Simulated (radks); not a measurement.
He, 2 electrons, occupied as [He].

Calculated with a radial shooting solver on a logarithmic mesh with Libxc functionals: non-relativistic Kohn-Sham, AM05, spin-polarised, spherical densities, point nucleus.

Energy parts (Ry):
total: -5.70512
kinetic: 5.58777
electron-nucleus: -13.31538
Hartree: 4.01476
exchange-correlation: -1.99227

Orbitals (lengths in bohr, moments of r in powers of bohr; <r^-3> diverges for s and p1/2; r(90%) holds 90 % of the orbital's charge):
| orbital | occ. | eigenvalue (Ry) | r(90%) | <r^-3> | <r^4> | <r> |
|---|---|---|---|---|---|---|
| 1s | 2 | -1.13419 | 1.75 | - | 4.767 | 0.9540 |

The highest occupied level is 1s at -15.431 eV. For comparison, the ionisation energy in NIST's Atomic Spectra Database is 24.587 eV (measured). In exact Kohn-Sham theory the highest level is minus the ionisation energy, but local and semilocal functionals leave it too shallow, through self-interaction and a potential that decays too fast; potentials with the right tail come closer. Summed over all electrons, <r^2> = 2.547 bohr^2, which gives a Langevin (diamagnetic) susceptibility term of -2.02 x 10^-6 cm^3/mol. The electron density at the nucleus is 3.559 e/bohr^3. Virial ratio -V/T = 2.02100.
